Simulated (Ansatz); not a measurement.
Calculated with Ansatz (gas phase, PBE0-D4/def2-TZVP geometries, no zero-point term in ΔE). CCSD(T)/CBS adds triple-zeta CCSD(T) − MP2 to the extrapolated MP2 energy (def2 sets, frozen cores). DFT in def2-TZVPP. For Br outer-core shells are correlated without core-valence functions, which leaves a few kJ/mol of doubt a bond. Scalar relativity is left out up to krypton. Each species was taken in one conformer, which may not be the lowest.

Consider the ligand exchange at the Si–C bond: `[SiH3][C@H]1B[Si@@H]1Br` + `O[SiH2]S` → `[SiH3]O[SiH2]S` + `Br[SiH]1BC1`.

(1) Is it downhill or uphill in electronic energy at CCSD(T)/CBS, and by how much? (Best estimate.)

(2) What do these levels give: PBE-D4, r2SCAN0-D4, B2PLYP, BLYP, HF/def2-SVP, MP2/CBS(def2)? (An estimate is asked.)

Largest T1 diagnostic among the species: 0.012.

Results:

(1) The calculation gave: Downhill: ΔE = -0.81 eV.

(2) The calculation gave: PBE-D4 -0.73, r2SCAN0-D4 -0.79, B2PLYP -0.90, BLYP -0.95, HF/def2-SVP -0.91, MP2/CBS(def2) -0.81 eV.

Leaving LDA and LC-ωPBE aside and taking each functional with its dispersion term where it has one, the values, not all of them listed here, spread over 0.20 eV, from BHLYP-D4 to revPBE-D4. LDA lies +0.04 eV from PBE without D4. In def2-TZVPP, CCSD(T) changes the Hartree–Fock value by +0.15 eV (the triples alone add +0.01 eV) and MP2 by +0.15 eV. The D4 term adds +0.03 eV with B3LYP and +0.02 eV with PBE0; it sums over pairs of atoms, weighted by their polarisabilities, and B3LYP, whose exchange is more repulsive, gets the larger term.

B3LYP here is the variant with VWN-RPA as its local correlation; programs differ in this.
